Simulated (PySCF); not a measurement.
ClGeH₅OSi, SMILES [SiH2]([O][GeH3])Cl. Atoms are numbered in the order given.

```xyz
9

Si     1.5426     0.1910    -0.6824
Cl     1.6113     1.0029     1.2306
O      0.0446    -0.4130    -0.9548
Ge    -1.5018    -0.4783    -0.0566
H      2.5613    -0.8889    -0.7457
H      1.8537     1.2850    -1.6391
H     -1.9481     0.9601     0.2484
H     -2.4729    -1.1845    -1.0106
H     -1.2801    -1.2856     1.2316
```

Geometry optimised at PBE0-D3(BJ)/def2-SVP. This is a generated structure with no PubChem entry under its InChIKey; it may be hypothetical. Other conformers were not sampled.

Computed with TDDFT-M06-2X/def2-SVPD (PySCF).

Vertical excitations. The molecule is in vacuum.

List the lowest excited states. (An estimate is asked for; the answer gives what the named calculation found.)


```csv
state,energy (eV),λ (nm),f,main pairs
S1,7.28,170,0.000,HOMO→LUMO 75 %
S2,7.68,161,0.000,"HOMO→LUMO+2 50 %, HOMO→LUMO+1 32 %"
S3,7.86,158,0.006,"HOMO−1→LUMO 64 %, HOMO−3→LUMO 26 %"
S4,8.07,154,0.026,"HOMO−2→LUMO 45 %, HOMO→LUMO+1 15 %, HOMO→LUMO+6 10 %"
S5,8.31,149,0.098,"HOMO→LUMO+1 31 %, HOMO→LUMO+3 21 %, HOMO→LUMO+2 20 %, HOMO−2→LUMO+1 8 %"
S6,8.46,147,0.043,"HOMO−1→LUMO+2 32 %, HOMO−1→LUMO+1 26 %, HOMO−3→LUMO+2 22 %"
S7,8.56,145,0.037,"HOMO−2→LUMO+1 41 %, HOMO→LUMO+3 32 %"
S8,8.66,143,0.013,"HOMO−1→LUMO+1 41 %, HOMO−3→LUMO+1 22 %, HOMO−3→LUMO 16 %"
S9,8.68,143,0.063,"HOMO−3→LUMO 31 %, HOMO−3→LUMO+1 26 %, HOMO−1→LUMO 16 %, HOMO−1→LUMO+6 5 %"
S10,8.78,141,0.003,"HOMO−2→LUMO+2 35 %, HOMO−2→LUMO 13 %, HOMO−4→LUMO 7 %, HOMO−4→LUMO+2 7 %"
T1,6.97,178,0,"HOMO→LUMO 69 %, HOMO−2→LUMO 15 %"
T2,7.40,168,0,"HOMO→LUMO+2 53 %, HOMO→LUMO+1 23 %"
T3,7.49,165,0,"HOMO−1→LUMO 59 %, HOMO−3→LUMO 24 %"
T4,7.77,160,0,"HOMO−2→LUMO 32 %, HOMO→LUMO+1 18 %, HOMO→LUMO+4 10 %, HOMO→LUMO+6 9 %"
```
Triplets are in the Tamm–Dancoff approximation, which puts them higher than full response would, so one can lie above its singlet here.
